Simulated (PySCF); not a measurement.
C2H8GeO, SMILES C[O][GeH2][CH3]. Geometry: PBE-D3(BJ)/def2-SVP. The structure was generated by enumeration, and PubChem lists no compound with its InChIKey, so it may never have been made. One conformer was computed; it need not be the lowest.

Computed equilibrium geometry at PBE-D3(BJ)/def2-SVP (PySCF confirms it by a frequency run) as a Z-matrix, and its point group (one conformer of several):
point group Cs.
```
Ge
O 1 1.8084
C 2 1.4103 1 118.51
H 3 1.1112 2 108.49 1 180.00
H 3 1.1180 4 107.40 2 -122.44
H 3 1.1180 4 107.40 5 -115.13
H 1 1.5608 2 108.48 3 59.43
H 1 1.5608 7 109.50 2 118.22
C 1 1.9506 7 112.69 8 126.26
H 9 1.1068 1 109.83 7 177.59
H 9 1.1068 10 108.88 1 120.28
H 9 1.1075 10 108.96 11 118.72
```
Charge 0, spin multiplicity 1.
